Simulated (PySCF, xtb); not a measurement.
In(NHMe)(OH)2 (CH6InNO2), SMILES C[NH][In]([OH])[OH].

GFN2-xTB (xtb) at its own geometry gives an orbital gap of 2.30 eV and a dipole moment of 2.74 D.

Coordinates come from a B3LYP-D3(BJ)/def2-SVP optimisation. The structure was generated by enumeration; whether it is a known compound was not checked. The def2 effective core potentials stand for the cores of In; spin–orbit coupling is left out. Other conformers were not sampled.

**Question.** What does PySCF with ωB97X/def2-TZVP give? (An estimate is asked for; the answer gives what the named calculation found.)

**Answer.** gap 9.55 eV (levels -9.16 and 0.39 eV), dipole 2.53 D.
